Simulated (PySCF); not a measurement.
## Basis and Hamiltonian dependence of the excitation energy of Be

Be [He] 2s2 (1S) → Be [He] 2s1 2p1 (3P). All values are computed (PySCF 2.14, energy differences of UHF-based or UKS calculations, no spin-orbit coupling). Values in eV.

| basis | Hamiltonian | functions | UHF | PBE | PBE0 | MP2 (valence) | CCSD(T) (valence) | CCSD(T) (valence and next inner shell) |
| --- | --- | --- | --- | --- | --- | --- | --- | --- |
| x2c-TZVPPall | spin-free X2C | 19 | 1.638 | 2.326 | 2.303 | 2.286 | 2.751 | 2.751 |
| aug-cc-pVDZ-DK | spin-free X2C | 23 | 1.633 | 2.326 | 2.304 | 2.276 | 2.729 | n/a |
| aug-cc-pVDZ | non-relativistic | 23 | 1.632 | 2.322 | 2.301 | 2.274 | 2.728 | n/a |
| aug-pcseg-2 | non-relativistic | 24 | 1.711 | 2.344 | 2.337 | 2.313 | n/a | n/a |
| aug-cc-pCVDZ | non-relativistic | 27 | 1.630 | 2.321 | 2.299 | 2.280 | 2.731 | 2.733 |
| x2c-QZVPPall with one added diffuse shell each of s, p type | spin-free X2C | 40 | 1.618 | 2.305 | 2.286 | 2.317 | 2.732 | 2.719 |
| aug-cc-pVTZ with one added diffuse shell each of s, p, d, f type | non-relativistic | 62 | 1.619 | 2.308 | 2.288 | 2.317 | 2.729 | n/a |
| aug-cc-pCVTZ-DK with one added diffuse shell each of s, p, d, f type | spin-free X2C | 75 | 1.620 | 2.310 | 2.290 | 2.327 | 2.733 | 2.734 |
| dyall-av3z | spin-free X2C | 76 | 1.617 | 2.304 | 2.285 | 2.334 | 2.735 | n/a |
| dyall-av3z | non-relativistic | 76 | 1.615 | 2.302 | 2.283 | 2.333 | 2.733 | n/a |
| dyall-acv3z | non-relativistic | 76 | 1.615 | 2.302 | 2.283 | 2.333 | 2.733 | 2.735 |
| aug-cc-pVQZ-DK | spin-free X2C | 80 | 1.617 | 2.305 | 2.286 | 2.342 | 2.732 | n/a |
| aug-cc-pVQZ with one added diffuse shell each of s, p, d, f, g type | non-relativistic | 105 | 1.615 | 2.303 | 2.284 | 2.341 | n/a | n/a |
| aug-cc-pV5Z | non-relativistic | 127 | 1.614 | 2.299 | 2.281 | 2.350 | n/a | n/a |

Frozen in the all-electron rows: valence and next inner shell: nothing; valence: 1s2.

Reference for a calculation without spin-orbit coupling: 2.725 eV (measured, between term centres; NIST).
